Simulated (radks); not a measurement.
Results of a calculation; reference values are marked as such.
Problem. All-electron atom: Eu+ in [Xe] 4f7 6s1. Code: a radial shooting solver on a logarithmic mesh with Libxc functionals. Model: Dirac Kohn-Sham, AM05, spin-unpolarised, spherical densities, point nucleus; open shells are shared between the two j in proportion to 2j + 1. Some entries of the table are withheld. Estimate them.

| orbital | occ. | eigenvalue (eV) | <r^2> (bohr^2) | <r> (bohr) |
|---|---|---|---|---|
| 1s1/2 | 2 | -48284.94 | 0.0006799 | 0.02233 |
| 2s1/2 | 2 | -7931.425 | 0.01063 | 0.09464 |
| 2p1/2 | 2 | -7526.223 | (1) | 0.07910 |
| 2p3/2 | 4 | -6879.084 | (2) | 0.08583 |
| 3s1/2 | 2 | -1749.632 | 0.07119 | 0.2494 |
| 3p1/2 | 2 | -1574.572 | 0.06641 | 0.2390 |
| 3p3/2 | 4 | -1442.682 | 0.07356 | 0.2519 |
| 3d3/2 | 4 | (3) | 0.05890 | 0.2236 |
| 3d5/2 | 6 | (4) | 0.06090 | 0.2277 |
| 4s1/2 | 2 | -351.8247 | 0.3622 | 0.5663 |
| 4p1/2 | 2 | -284.2451 | 0.3822 | (5) |
| 4p3/2 | 4 | -255.0219 | 0.4220 | (6) |
| 4d3/2 | 4 | -143.7226 | 0.4885 | 0.6484 |
| 4d5/2 | 6 | -138.4800 | 0.5044 | 0.6590 |
| 5s1/2 | 2 | -50.8820 | 2.146 | 1.381 |
| 5p1/2 | 2 | -32.7243 | 2.759 | (7) |
| 5p3/2 | 4 | -28.8796 | 3.121 | (8) |
| 4f5/2 | 3 | -9.3114 | 1.255 | 0.9558 |
| 4f7/2 | 4 | -8.6918 | 1.315 | 0.9747 |
| 6s1/2 | 1 | (9) | 16.72 | 3.856 |
| 5d3/2 | 0 | -7.2477 | (10) | 2.766 |
| 5d5/2 | 0 | -7.0044 | (11) | 2.839 |
| 6p1/2 | 0 | -5.5191 | 25.79 | 4.784 |
| 6p3/2 | 0 | -5.1817 | 28.38 | 5.022 |

Solution. 
(1) 2p1/2 <r^2> (bohr^2): 0.007731
(2) 2p3/2 <r^2> (bohr^2): 0.008969
(3) 3d3/2 eigenvalue (eV): -1139.353
(4) 3d5/2 eigenvalue (eV): -1110.627
(5) 4p1/2 <r> (bohr): 0.5793
(6) 4p3/2 <r> (bohr): 0.6089
(7) 5p1/2 <r> (bohr): 1.558
(8) 5p3/2 <r> (bohr): 1.656
(9) 6s1/2 eigenvalue (eV): -8.4750
(10) 5d3/2 <r^2> (bohr^2): 9.193
(11) 5d5/2 <r^2> (bohr^2): 9.685
